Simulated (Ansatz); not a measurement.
Start from `N#Cc1ccc[nH]1` and change one atom or group to get `Cc1ccc[nH]1`.

Ansatz, PBE0-D4/def2-TZVP geometries, multiplicity 1. 

```json
{"property": "LUMO energy (ωB97M-V/def2-TZVPP) / eV", "`N#Cc1ccc[nH]1`": "1.29"}
{"property": "HOMO–LUMO gap (PBE0/def2-TZVPP) / eV", "`N#Cc1ccc[nH]1`": "6.12"}
{"property": "zero-point energy (PBE0-D4/def2-TZVP) / kJ/mol", "`N#Cc1ccc[nH]1`": "215.4"}
{"property": "size of the dipole moment (ωB97M-V/def2-TZVPP) / D", "`N#Cc1ccc[nH]1`": "4.38"}
{"property": "HOMO energy (ωB97M-V/def2-TZVPP) / eV", "`N#Cc1ccc[nH]1`": "-8.95"}
{"property": "HOMO–LUMO gap (ωB97M-V/def2-TZVPP) / eV", "`N#Cc1ccc[nH]1`": "10.23"}
```

Task: Give the same properties after the change, and the shifts. (Estimate.)

Result: Ansatz gave: 
```
                                          property  `Cc1ccc[nH]1`  shift
             LUMO energy (ωB97M-V/def2-TZVPP) / eV           2.39   1.10
              HOMO–LUMO gap (PBE0/def2-TZVPP) / eV           6.89   0.77
    zero-point energy (PBE0-D4/def2-TZVP) / kJ/mol          290.2   74.8
size of the dipole moment (ωB97M-V/def2-TZVPP) / D           2.04  -2.34
             HOMO energy (ωB97M-V/def2-TZVPP) / eV          -7.94   1.01
           HOMO–LUMO gap (ωB97M-V/def2-TZVPP) / eV          10.32   0.09
```

With PBE0 the HOMO rises by 1.10 eV and the LUMO rises by 1.87 eV, so the gap widens by about 0.77 eV. PBE moves the HOMO by 1.11 eV and ωB97M-V by 1.01 eV. The zero-point energy changes by 74.8 kJ/mol with +6 modes. Dipoles are sizes alone; their direction can turn.
